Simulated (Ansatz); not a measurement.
Two isomers of C8H16: A = `C=CCCCCCC`, B = `C[C@H]1CC[C@H](C)CC1`.

Isolated molecules relaxed with PBE0-D4/def2-TZVP in Ansatz; ΔE leaves out vibrations. CBS: MP2 limit from def2 TZ/QZ plus the TZ coupled-cluster correction, frozen cores. DFT in def2-TZVPP. B3LYP here is the variant with VWN-RPA as its local correlation; programs differ in this. One conformer a species, not always the lowest.

A:

```xyz
24

C    -0.3702   -3.7058    0.8916
C    -0.0983   -2.4228    0.6968
C     0.8450   -1.8981   -0.3337
C     0.1646   -1.0677   -1.4256
C    -0.6128    0.1459   -0.9316
C     0.2222    1.1619   -0.1694
C    -0.5595    2.4060    0.2193
C     0.2740    3.4163    0.9877
H    -1.0706   -4.0316    1.6519
H     0.1047   -4.4799    0.2958
H    -0.5972   -1.6839    1.3213
H     1.6107   -1.2864    0.1580
H     1.3709   -2.7366   -0.8001
H    -0.5129   -1.7202   -1.9859
H     0.9326   -0.7355   -2.1337
H    -1.0681    0.6405   -1.7972
H    -1.4501   -0.1794   -0.3035
H     1.0875    1.4529   -0.7795
H     0.6349    0.7060    0.7383
H    -0.9651    2.8736   -0.6855
H    -1.4278    2.1111    0.8203
H    -0.3091    4.3006    1.2549
H     0.6632    2.9829    1.9135
H     1.1314    3.7502    0.3963
```

B:

Z-matrix (Å, degrees):
```
C
C 1 1.518
H 1 1.093 2 111.4
H 1 1.095 2 110.7 3 119.7
H 1 1.093 2 111.4 3 -120.6
C 2 1.524 1 111.6 3 -58.0
C 2 1.524 1 111.6 3 178.5
H 2 1.100 1 108.3 3 60.3
C 6 1.521 2 112.2 1 -178.9
H 6 1.095 2 109.9 1 58.0
H 6 1.099 2 108.6 1 -57.9
C 7 1.521 2 112.2 1 178.9
H 7 1.095 2 109.9 1 -58.0
H 7 1.099 2 108.6 1 57.9
C 9 1.524 6 112.2 2 55.6
H 9 1.095 6 110.3 2 178.5
H 9 1.099 6 109.4 2 -64.9
H 12 1.099 7 109.4 2 64.9
H 12 1.095 7 110.3 2 -178.5
C 15 1.518 9 111.6 6 -178.9
H 15 1.100 9 107.6 6 62.4
H 20 1.093 15 111.4 9 -178.5
H 20 1.093 15 111.4 9 -58.0
H 20 1.095 15 110.7 9 61.8
```

Task: Which is lower in electronic energy at CCSD(T)/CBS, and by how much? (An estimate is asked.)

Result: The calculation gave: B, by 108.0 kJ/mol.

Task: Give E(B) − E(A) in kJ/mol with B2PLYP, PBE-D4, B3LYP-D4, MP2/def2-TZVPP, ωB97M-V, HF/def2-TZVPP, r2SCAN-D4. (Estimate.)

Result: The calculation gave: B2PLYP -95.2, PBE-D4 -106.9, B3LYP-D4 -94.4, MP2/def2-TZVPP -120.9, ωB97M-V -110.7, HF/def2-TZVPP -83.1, r2SCAN-D4 -110.7. None reverses the order clearly.

Largest T1 diagnostic: 0.009.

The D4 term adds −12.9 kJ/mol with B3LYP and −6.7 kJ/mol with PBE0; it sums over pairs of atoms, weighted by their polarisabilities, and B3LYP, whose exchange is more repulsive, gets the larger term. From BLYP to BHLYP (50 % exact exchange), in def2-TZVPP and without D4, E(B) − E(A) moves by −30.2 kJ/mol.
